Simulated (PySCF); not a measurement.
Technetium: a sound run and one with changed settings

Sound run: Tc⁺ [Kr] 4d5 5s1, Tc²⁺ [Kr] 4d5. Calculation: PySCF 2.14, in aug-cc-pVDZ-PP with ECP28MDF (5s5p4d2f, 54 functions); scalar relativity through the core potential. The sound run starts from symmetry-adapted Hartree-Fock orbitals and uses a fine grid where one is needed.

Changed run: basis STO-3G, all-electron and non-relativistic. This setting is unsound on purpose.

| species | method | sound run (hartree) | changed run (hartree) | converged |
| --- | --- | --- | --- | --- |
| Tc⁺ | UHF | -79.64232 | -4163.09448 | yes |
| Tc⁺ | M06-L | -80.19575 | -4164.74205 | yes |
| Tc⁺ | MN15 | -80.00054 | -4161.48789 | yes |
| Tc²⁺ | UHF | -79.11992 | -4162.65151 | yes |
| Tc²⁺ | M06-L | -79.65206 | -4164.31336 | yes |
| Tc²⁺ | MN15 | -79.43979 | -4161.02987 | yes |

Ionisation energy of Tc⁺:

| method | sound run (eV) | changed run (eV) |
| --- | --- | --- |
| UHF | 14.215 | 12.054 |
| M06-L | 14.795 | 11.665 |
| MN15 | 15.259 | 12.463 |

A minimal basis cannot let orbitals breathe on ionisation and holds almost no correlation. The Hamiltonian changed with the basis, so the totals do not compare.

For comparison, NIST gives 15.26 eV between the lowest levels.
